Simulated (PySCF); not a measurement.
**Computed properties of SiBr2Cl2, SMILES [Si](Br)(Cl)(Br)Cl**

SiBr₂Cl₂, SMILES Cl[Si](Cl)(Br)Br. The structure is a stationary point at B3LYP-D3(BJ)/def2-SVP. Other conformers were not sampled. All values are computed for the isolated molecule unless a solvent is named; none is compared with measurement here.

**Structure.** The optimised structure has C2v symmetry. All 9 harmonic modes at B3LYP-D3(BJ)/def2-SVP (PySCF) are real, so it is a minimum. With heavy atoms numbered as in [Cl:1][Si:2]([Cl:3])([Br:4])[Br:5], the shortest bond between them is Si2–Cl3 at 2.052 Å and the longest Si2–Br5 at 2.212 Å.

**Vibrations.** The strongest infrared lines (harmonic, unscaled, degenerate partners summed) lie at 502 cm⁻¹ (174 km/mol, Si 84 %, Br 16 %), 572 cm⁻¹ (161 km/mol, Si 67 %, Cl 30 %), 611 cm⁻¹ (154 km/mol, Si 66 %, Cl 34 %). The softest mode is at 105 cm⁻¹ and the zero-point energy is 3.9 kcal/mol.

**Electronic structure.** HF/def2-TZVP (PySCF) places the frontier levels at -11.79 and 2.28 eV, a gap of 14.07 eV, and gives a dipole moment of 0.15 D and a mean polarisability of 79.0 bohr³. PBE/def2-TZVP (PySCF) at the same geometry gives -7.54 and -2.42 eV, so its gap is 8.95 eV narrower. An orbital gap is neither the optical nor the fundamental gap.

**Excitations.** TDDFT-M06-2X/def2-SVPD (PySCF) has S1 at 6.07 eV (204 nm, f = 0.008, weak); the most intense of the 10 singlets computed lies at 7.46 eV (f = 0.12). T1 (TDA) is at 5.71 eV. TDDFT-PBE/def2-SVPD (PySCF) puts S1 at 5.12 eV. No vertical singlet excitation falls in the visible range (under 3.1 eV).

**NMR.** GIAO shifts at KT2/pcSseg-1 (PySCF) (non-relativistic, atoms alike by connectivity averaged): ²⁹Si at 40.6 ppm against TMS. Without spin–orbit terms, shifts of atoms bonded to Cl or Br come out too high.

**Solvation.** SMD-B3LYP/6-31G* (PySCF) gives -0.5 kcal/mol in water, -4.8 kcal/mol in cyclohexanone, -5.8 kcal/mol in dichloromethane (1 M in both phases, gas-phase geometry); of these solvents dichloromethane holds the molecule best.
